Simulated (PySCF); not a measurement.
C3H8ClNSi.

```xyz
14

C      2.9546    -1.3191     0.7901
N      1.7382    -1.0275     0.0863
C      1.1174     0.0522     0.3365
Si    -0.4585     0.3972    -0.6394
C     -1.1884    -1.1942    -1.2630
Cl    -1.7808     1.3598     0.6511
H      3.2468    -0.5411     1.5232
H      3.7712    -1.4517     0.0616
H      2.8489    -2.2844     1.3114
H      1.4960     0.7765     1.0945
H     -0.1699     1.3619    -1.7412
H     -1.5109    -1.8176    -0.4159
H     -2.0495    -1.0168    -1.9233
H     -0.4106    -1.7451    -1.8139
```
Charge 0, spin multiplicity 1.

Geometry: PBE0-D3(BJ)/def2-SVP. The structure was generated by enumeration; whether it is a known compound was not checked. The values are those of a single conformer.

Computed with PBE/pcSseg-1 in PySCF. Non-relativistic, no solvent.

Computed absolute GIAO shielding of each atom: isotropic value and principal components (ppm):
```csv
atom,σ(iso),σ11,σ22,σ33,span
C1,121.2,87.0,104.4,172.1,85.1
N2,-176.9,-604.2,-188.0,261.4,865.6
C3,-0.6,-78.5,-12.7,89.4,167.9
Si4,334.6,269.3,348.9,385.7,116.4
C5,181.0,173.0,183.4,186.5,13.5
Cl6,948.0,907.9,928.9,1007.2,99.3
H7,28.4,26.5,27.3,31.3,4.8
H8,27.1,24.7,26.2,30.4,5.7
H9,27.1,24.7,26.3,30.2,5.6
H10,22.7,20.4,23.1,24.6,4.3
H11,25.8,22.2,24.6,30.8,8.6
H12,30.9,27.4,28.6,36.5,9.1
H13,30.7,26.6,28.5,37.1,10.5
H14,30.4,25.2,28.2,37.8,12.6
```
